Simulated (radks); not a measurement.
Species: Lu III. Configuration: [Xe] 4f14 6s1.

All-electron calculation, scalar-relativistic Kohn-Sham, BLYP, spin-polarised, spherical densities, finite nucleus; open shells are filled with parallel spins first (spin-orbit coupling, left out, can overturn this in heavy ions); Fermi nuclear charge, rms radius 5.37 fm. Program: a radial shooting solver on a logarithmic mesh with Libxc functionals.

Energy parts (eV):
part                      energy
total                 -396243.08
kinetic                432857.60
electron-nucleus      -975135.93
Hartree                154213.95
exchange-correlation    -8178.70

Orbitals (lengths in bohr, moments of r in powers of bohr; <r^-3> diverges for s and p1/2; r(90%) holds 90 % of the orbital's charge):
orbital  occ.  eigenvalue (eV)      <r^2>  <r^-3>  r(90%)
1s up       1        -63249.48  0.0005122       -  0.0351
1s down     1        -63249.46  0.0005122       -  0.0351
2s up       1        -10781.51   0.007920       -   0.127
2s down     1        -10781.50   0.007920       -   0.127
2p up       3        -9489.208   0.006493   16860   0.119
2p down     3        -9489.199   0.006493   16860   0.119
3s up       1        -2456.278    0.05169       -   0.312
3s down     1        -2456.271    0.05169       -   0.312
3p up       3        -2068.345    0.05225    3699   0.318
3p down     3        -2068.339    0.05225    3699   0.318
3d up       5        -1602.016    0.04343   483.6   0.299
3d down     5        -1602.009    0.04343   483.6   0.299
4s up       1        -502.4066     0.2580       -   0.687
4s down     1        -502.3951     0.2580       -   0.687
4p up       3        -375.0897     0.2936   843.6   0.739
4p down     3        -375.0760     0.2936   843.6   0.739
4d up       5        -208.9098     0.3483   93.12   0.823
4d down     5        -208.8905     0.3483   93.13   0.823
4f up       7         -26.6810     0.6862   13.91    1.24
4f down     7         -26.6394     0.6818   13.93    1.24
5s up       1         -78.1987      1.536       -    1.69
5s down     1         -78.1191      1.533       -    1.68
5p up       3         -48.6261      2.173   107.9    2.03
5p down     3         -48.4956      2.159   108.4    2.03
6s up       1         -18.0253      10.30       -    4.35
6s down     0         -17.3479      10.32       -    4.36

The highest occupied level is 6s up at -18.025 eV. Summed over all electrons, <r^2> = 42.61 bohr^2, which gives a Langevin (diamagnetic) susceptibility term of -33.7 x 10^-6 cm^3/mol. The spin density at the nucleus is 75.98 e/bohr^3 (1s 0.24, 2s 0.07, 3s 0.06, 4s -0.01, 5s -0.53, 6s 76.14). The density falls to 0.001 e/bohr^3 at r = 4.04 bohr.
